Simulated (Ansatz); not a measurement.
Reaction (cleavage of the Si–Si bond): `CO[SiH]([SiH3])S` + `C=C[SiH2]N` → `C=C[SiH2]N[SiH3]` + `CO[SiH2]S`

Program: Ansatz. Geometries: PBE0-D4/def2-TZVP. ΔE: electronic, gas phase. CBS: MP2 limit from def2 TZ/QZ plus the TZ coupled-cluster correction, frozen cores. This one scheme is used for every species. Functionals use def2-TZVPP. Each species was taken in one conformer, which may not be the lowest.

```csv
level,ΔE (kJ/mol),difference from CCSD(T)/CBS
PBE-D4,-26.1,23.5
r2SCANh-D4,-42.2,7.4
r2SCAN0-D4,-44.6,5.0
CAM-B3LYP-D4,-50.2,-0.6
ωB97M-V,-50.9,-1.3
B2PLYP,-51.9,-2.3
PBE-QIDH,-47.2,2.4
PBE,-28.1,21.5
HF/def2-TZVPP,-69.0,-19.4
CCSD/def2-TZVPP,-53.3,-3.7
CCSD(T)/CBS,-49.6,0
```

Largest T1 diagnostic among the species: 0.012.

From r2SCAN to r2SCAN0 (25 % exact exchange), in def2-TZVPP and without D4, ΔE moves by −4.1 kJ/mol. In def2-TZVPP, CCSD(T) changes the Hartree–Fock value by +18.4 kJ/mol (the triples alone add +2.8 kJ/mol) and MP2 by +12.1 kJ/mol.
